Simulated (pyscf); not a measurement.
**Atom transfer: GeH₃• (SMILES [GeH3]) + Cl–SiH₂–Cl (SMILES Cl[SiH2]Cl) -> Cl–GeH₃ (SMILES [Cl][GeH3]) + •H₂Si–Cl (SMILES [SiH2]Cl)**

Gas phase, doublet surface, charge 0. Bonds broken: Cl5–Si6. Bonds formed: Ge1–Cl5. Structures and frequencies: ωB97X-D3(BJ)/def2-SVP in PySCF.

Transition state (Å):

```xyz
9

Ge    -1.9821    -1.3030     0.9327
H     -1.8719    -0.8674     2.3993
H     -1.1625    -2.5692     0.6557
H     -3.4453    -1.4718     0.5044
Cl    -1.0503     0.4554    -0.4035
Si    -0.2279     2.3284    -1.7291
Cl     1.6036     1.9377    -2.6045
H     -1.2220     2.6022    -2.8028
H     -0.0850     3.5027    -0.8254
```

One imaginary mode, 421i cm⁻¹; descent along it reached the two sides named.

```csv
bond,change,reactant side (Å),saddle,product side
Cl5–Si6,breaks,2.054,2.438,3.2
Ge1–Cl5,forms,3.8,2.397,2.173
```

Electronic energies relative to the separated reactants (kcal/mol):

| level | barrier | reaction energy | reverse barrier |
|---|---|---|---|
| ωB97X-D3(BJ)/def2-TZVP | 22.7 | +11.8 | 10.9 |
| PBE/def2-TZVP | 13.5 | +10.8 | 2.7 |
| r²SCAN/def2-TZVP | 17.7 | +12.0 | 5.7 |
| B3LYP-D3(BJ)/def2-TZVP | 17.5 | +12.0 | 5.5 |
| PBE0-D3(BJ)/def2-TZVP | 17.9 | +11.6 | 6.2 |
| M06-2X/def2-TZVP | 22.9 | +12.6 | 10.2 |
| ωB97M-D3(BJ)/def2-TZVP | 24.9 | +14.9 | 10.0 |
| HF/def2-TZVP | 39.0 | +11.3 | 27.7 |

With ωB97M-D3(BJ)/def2-TZVP energies and thermal terms (ideal gas, 1 atm, RRHO with modes under 100 cm⁻¹ raised to 100, one conformer, R ln 2 for chiral ones without a mode under 150 cm⁻¹), in kcal/mol:

```
T (K)   ΔH‡   ΔG‡     ΔH     ΔG
-----  ----  ----  -----  -----
298    25.1  34.2  +15.0  +14.3
600    25.8  43.1  +14.9  +13.7
900    26.5  51.7  +14.9  +13.1
1200   27.1  60.0  +14.9  +12.4
```

The same reactants have a lower exit, to GeH₄ + Cl–SiH•–Cl (barrier +11.7 kcal/mol at ωB97M-D3(BJ)/def2-TZVP, against +24.9 kcal/mol here). This is the saddle that the search found; another between the same sides may lie lower. The angle at the transferred Cl is 176°. Elements up to Kr have no core potential and no relativistic terms here.
